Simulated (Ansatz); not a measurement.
Species: ammonia borane, sum formula BNH6, charge 0, multiplicity 1. 
Structure (B3LYP-D3(BJ)/def2-TZVP (Ansatz, an electronic-structure program) minimum search):
```
N
H 1 1.0159
H 1 1.0159 2 107.95
H 1 1.0159 2 107.95 3 116.46
B 1 1.6582 2 110.95 4 121.77
H 5 1.2082 1 104.94 2 -60.00
H 5 1.2082 6 113.60 1 -114.06
H 5 1.2082 6 113.60 7 -131.88
```

Basis-set convergence of Hartree-Fock and MP2 correlation energies (hartree) with Ansatz. Correlated levels leave the core frozen unless marked. No spin-orbit coupling. No relativistic terms.

```csv
basis,functions,E(HF),"E(corr, MP2)"
aug-cc-pVDZ,100,-82.62877,-0.31137
aug-cc-pVTZ,230,(withheld),(withheld)
```

Problem. Fill in the missing entries.

Solution. 
- aug-cc-pVTZ, E(HF): -82.65337
- aug-cc-pVTZ, E(corr, MP2): -0.37291
